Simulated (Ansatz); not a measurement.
The pair A = COS (SMILES O=C=S) (first 3 atoms), B = H2 (SMILES [H][H]); geometry from B3LYP-D3(BJ)/def2-TZVP.
(charge 0, multiplicity 1):
```xyz
5

O      1.429     0.605     0.111
C      0.389     0.173    -0.147
S     -1.017    -0.411    -0.495
H      0.470     0.193     3.022
H     -0.215    -0.092     2.966
```

Correlated levels freeze the cores. MP2 and its Hartree–Fock in aug-cc-pV(Q+d)Z are density fitted.

Programs: Ansatz (Gaussian orbitals). 

The counterpoise-corrected interaction energy is E(AB) − E(A in the pair's basis) − E(B in the pair's basis). Total energies (hartree):

```tsv
level	AB	A in the pair's basis	B in the pair's basis
HF/aug-cc-pV(T+d)Z	-511.4761458	-510.3435354	-1.1329996
MP2/aug-cc-pV(T+d)Z	-512.0645722	-510.8987559	-1.1650199
HF/aug-cc-pV(Q+d)Z	-511.4870020	-510.3539550	-1.1334432
MP2/aug-cc-pV(Q+d)Z	-512.1127947	-510.9452457	-1.1667012
CCSD(T)/aug-cc-pV(T+d)Z	-512.1067287	-510.9332868	-1.1726592
```

Q: Work out the counterpoise-corrected interaction energy at the basis-set limit: extrapolate the MP2 correlation part as X⁻³, take Hartree–Fock from the larger set, and add the CCSD(T) − MP2 difference of aug-cc-pV(T+d)Z.

A: 
1. Differences (1 hartree = 627.509 kcal/mol): HF/aug-cc-pV(T+d)Z 0.244; MP2/aug-cc-pV(T+d)Z -0.500; HF/aug-cc-pV(Q+d)Z 0.249; MP2/aug-cc-pV(Q+d)Z -0.532; CCSD(T)/aug-cc-pV(T+d)Z -0.491.
2. Correlation parts, MP2 less HF: -0.744 in aug-cc-pV(T+d)Z (X = 3), -0.781 in aug-cc-pV(Q+d)Z (X = 4).
3. Limit (4³·(-0.781) − 3³·(-0.744))/(4³ − 3³) = -0.807; with HF/aug-cc-pV(Q+d)Z it gives -0.559.
4. CCSD(T) less MP2 in aug-cc-pV(T+d)Z: 0.009.
Result: -0.55 kcal/mol, against -0.50 at MP2/aug-cc-pV(T+d)Z. It is an estimate of this method's limit, not of the exact value.

Ansatz is a program for electronic structure.
